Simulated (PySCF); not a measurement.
Computed with PBE-D3(BJ)/def2-TZVPD // PBE0-D3(BJ)/def2-TZVPD (PySCF). Isolated molecules, 0 K electronic values unless said otherwise. One relaxed conformer stands for a flexible species; it need not be the lowest. 

Reference species (SMILES): `[Cl][Al-][SH]` (lower singlet; H–S–Al–Cl torsion 0°) (charge -1, multiplicity 1).

The HOMO is -0.02 eV.

Changed species: `[Cl][Al-][Cl]` (lower singlet) (X = chloro, multiplicity 1; the reference has X = mercapto, multiplicity 1).

Problem. Give the shifts of the HOMO.

Solution. the HOMO drops by 0.12 eV, to -0.14 eV.
